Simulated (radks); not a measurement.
Values are calculated unless marked as measured or tabulated.
Isoelectronic series with 7 electrons, all held in the configuration [He] 2s2 2p3, which need not be the ground one along the series. Level of theory: scalar-relativistic Kohn-Sham, r2SCAN, spin-unpolarised, spherical densities, finite nucleus; meta-GGA in the generalised Kohn-Sham scheme; Fermi nuclear charge, rms radius of each element as measured or else 0.836 A^(1/3) + 0.57 fm (a radial shooting solver on a logarithmic mesh with Libxc functionals). Total energies (hartree) and orbital eigenvalues (hartree):

ion	E (hartree)	2p	2s
N	-54.45748	-0.26444	-0.72151
P8+	-305.81383	-12.58808	-14.24454
V16+	-768.64478	-41.09477	-44.12727
Ga24+	-1447.60170	-85.88419	-90.73964
Ag40+	-3485.29881	-225.4755	-237.2065
Cs48+	-4867.2983	-321.1170	-339.3982
Eu56+	-6513.3460	-434.7236	-463.1572
Lu64+	-8446.4532	-566.9856	-610.9132
